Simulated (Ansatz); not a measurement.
```yaml
crystal:
  periodic: [false, false, false]
  atoms:
    - {symbol: N, position_ang: [-0.622515, 1.521089, -0.396742]}
    - {symbol: Al, position_ang: [-0.202769, -0.635745, -0.220492]}
    - {symbol: N, position_ang: [0.948904, -1.116086, 0.834464]}
    - {symbol: F, position_ang: [-0.627776, -1.165214, -1.882824]}
    - {symbol: H, position_ang: [-1.327093, 2.288624, -0.818130]}
    - {symbol: H, position_ang: [-0.833989, 1.951701, 0.379559]}
    - {symbol: H, position_ang: [1.357782, -0.681781, 1.515660]}
    - {symbol: H, position_ang: [1.377603, -2.167817, 0.747337]}
basis:
  gaussian: {orbitals: aug-pcseg-2}
magnetization: {spin_polarized: true, initial_magnetization: 0}
hamiltonian: {xc: {name: r2SCAN}, pseudopotentials: {relativity: none}}
output: {forces: true}
```

```sh
$ ansatz run in.yaml --threads 2 --pin off --events-out ev --progress --plain --max-ram 32768MiB --backend cpu
```

Output, abridged:

```
Functional definition: r2SCAN
1123 factors; their error is unknown
mean field evaluation 1: about -12336.3796 eV, gradient 7.8e1 eV
mean field evaluation 2: about -12246.3661 eV, gradient 1.3e2 eV
mean field evaluation 4: about -12357.0130 eV, gradient 2.3e1 eV
mean field evaluation 8: about -12359.1069 eV, gradient 9.8e-2 eV
mean field evaluation 16: about -12359.0684 eV, gradient 1.2e-4 eV
mean field -12359.06842270 eV, -454.1873872569 hartree, gradient 1.8e-5 eV, S^2 0.000000; 1 other end points of the search recorded, 0 dependent functions left out
reference -12359.06845830 eV, -454.1873885650 hartree; 20, 20 occupied and 260, 260 virtual orbitals, 1123 factors
Total energy: -12359.06845830 eV, -454.1873885650 hartree
Atom 0 at    -0.622515     1.521089    -0.396742 Å, force    -0.312045    -2.372311    -5.029871 eV/Å
Atom 1 at    -0.202769    -0.635745    -0.220492 Å, force    -4.268508     4.983403    -6.481017 eV/Å
Atom 2 at     0.948904    -1.116086     0.834464 Å, force     1.010025    -8.114737    -2.803776 eV/Å
Atom 3 at    -0.627776    -1.165214    -1.882824 Å, force     0.766784     0.145757     2.966373 eV/Å
Atom 4 at    -1.327093     2.288624    -0.818130 Å, force     1.501589    -3.228732    -0.832515 eV/Å
Atom 5 at    -0.833989     1.951701     0.379559 Å, force    -0.179641     1.968428     6.882558 eV/Å
Atom 6 at     1.357782    -0.681781     1.515660 Å, force     2.882278     3.025409     4.893378 eV/Å
Atom 7 at     1.377603    -2.167817     0.747337 Å, force    -1.400482     3.592784     0.404870 eV/Å
Dipole moment:     0.186372    -0.369525     0.835119 e Å
```

Run time 17 s (2 threads of a server CPU on a shared host); peak host memory 0.52 GiB.
